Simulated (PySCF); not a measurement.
How the method moves the HOMO and LUMO of `BC(C)(C)CC`

C₅H₁₃B.
Atom-mapped SMILES: `[BH2:1][C:2]([CH3:3])([CH3:4])[CH2:5][CH3:6]` (hydrogens: H7, H8 on B1; H9, H10, H11 on C3; H12, H13, H14 on C4; H15, H16 on C5; H17, H18, H19 on C6)

Structure used (PBE0-D3(BJ)/def2-SVP), in Å, numbered top down from 1:
```xyz
19
C5H13B angstrom
B     -0.6348    1.5918    0.2746
C     -0.4065    0.0445    0.2597
C     -1.2681   -0.7012    1.2801
C     -0.9544   -0.2470   -1.1615
C      1.0535   -0.4279    0.3888
C      2.0467    0.0965   -0.6359
H      0.2160    2.3725   -0.0894
H     -1.7286    2.0309    0.5586
H     -0.9127   -0.5246    2.3081
H     -2.3206   -0.3823    1.2333
H     -1.2350   -1.7909    1.1054
H     -2.0342   -0.0433   -1.2322
H     -0.4475    0.3293   -1.9518
H     -0.8039   -1.3169   -1.3919
H      1.4081   -0.1705    1.4024
H      1.0544   -1.5341    0.3522
H      3.0610   -0.2682   -0.4135
H      1.8012   -0.2361   -1.6563
H      2.0857    1.1961   -0.6457
```

Basis pcSseg-1 throughout (PySCF), one geometry. One conformer (not necessarily the lowest) at the PBE0-D3(BJ)/def2-SVP geometry, without solvent, vibrations or thermal averaging.

**Question.** How do the orbital energies, the gap and the dipole change with the method?

**Answer.** 
| method | kind | HOMO (eV) | LUMO (eV) | gap (eV) | μ (D) | SCF cycles |
| --- | --- | --- | --- | --- | --- | --- |
| BLYP | GGA | -6.68 | -2.04 | 4.64 | 0.68 | 13 |
| OPBE | GGA | -6.70 | -1.93 | 4.77 | 0.76 | 13 |
| PBE | GGA | -6.76 | -2.19 | 4.57 | 0.73 | 14 |
| B97-D | GGA | -6.77 | -1.95 | 4.81 | 0.69 | 13 |
| LDA | LDA | -6.82 | -2.50 | 4.32 | 0.76 | 13 |
| KT2 | GGA | -6.84 | -2.24 | 4.60 | 0.69 | 13 |
| BP86 | GGA | -6.86 | -2.23 | 4.62 | 0.72 | 12 |
| KT3 | GGA | -6.89 | -2.09 | 4.80 | 0.68 | 12 |
| B97-2 | global hybrid | -7.82 | -1.12 | 6.70 | 0.64 | 12 |
| B3LYP | global hybrid | -7.88 | -1.40 | 6.49 | 0.62 | 12 |
| PBE0 | global hybrid | -8.06 | -1.17 | 6.90 | 0.65 | 12 |
| mPW1PW91 | global hybrid | -8.09 | -1.14 | 6.96 | 0.64 | 12 |
| BHandHLYP | global hybrid | -9.33 | -0.10 | 9.23 | 0.55 | 12 |
| CAM-B3LYP | range-separated hybrid | -9.47 | -0.06 | 9.41 | 0.59 | 12 |
| wB97X-D | range-separated hybrid | -9.95 | 0.76 | 10.71 | 0.59 | 12 |
| LC-wPBE | range-separated hybrid | -10.79 | 1.20 | 11.99 | 0.60 | 11 |
| HF | Hartree–Fock | -11.25 | 2.47 | 13.72 | 0.47 | 10 |

The HOMO spans 4.57 eV, from BLYP down to HF, and the gap runs from 4.32 eV (LDA) to 13.72 eV (HF). Over the methods BLYP (0 %), OPBE (0 %), PBE (0 %), B97-D (0 %), LDA (0 %), KT2 (0 %), BP86 (0 %), KT3 (0 %), B97-2 (21 %), B3LYP (20 %), PBE0 (25 %), mPW1PW91 (25 %), BHandHLYP (50 %), HF (100 %), a straight line through the gap against the share of exact exchange rises by 0.91 eV for each 10 % (correlation coefficient 0.999). The dipole ranges from 0.47 D (HF) to 0.76 D (LDA). This basis has no diffuse functions.

The vertical ΔSCF ionisation energy at wB97X-D/def2-SVPD is 10.09 eV; −ε(HOMO) comes closest to it with wB97X-D (9.95 eV).
